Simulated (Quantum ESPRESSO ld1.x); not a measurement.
Species: the aluminium ion Al6+. Configuration: [He] 2s2 2p3 (the NIST ground configuration). All-electron calculation, non-relativistic Kohn-Sham, B86b exchange with PBE correlation, spin-unpolarised, spherical densities, point nucleus. Program: ld1.x of Quantum ESPRESSO 7.5.

Unscreened Slater integrals over Kohn-Sham orbitals (eV). Empty in this configuration: 3s.

\begin{tabular}{lr}
integral & value \\ \hline
F0(2p,2p) & 48.257 \\
F2(2p,2p) & 22.665 \\
F0(2p,2s) & 45.253 \\
G1(2p,2s) & 26.714 \\
F0(2p,1s) & 66.656 \\
G1(2p,1s) & 10.071 \\
F0(2p,3s) & 21.186 \\
G1(2p,3s) & 2.0880 \\
F0(2s,2s) & 43.269 \\
F0(2s,1s) & 60.790 \\
G0(2s,1s) & 5.2867 \\
F0(2s,3s) & 20.874 \\
G0(2s,3s) & 1.6475 \\
F0(1s,1s) & 212.96 \\
F0(1s,3s) & 23.939 \\
G0(1s,3s) & 0.98569 \\
F0(3s,3s) & 16.168 \\
\end{tabular}

Derived for the open shells (J is the average intra-shell exchange parameter used in DFT+U). 2p: J = F2/5 = 4.533 eV.
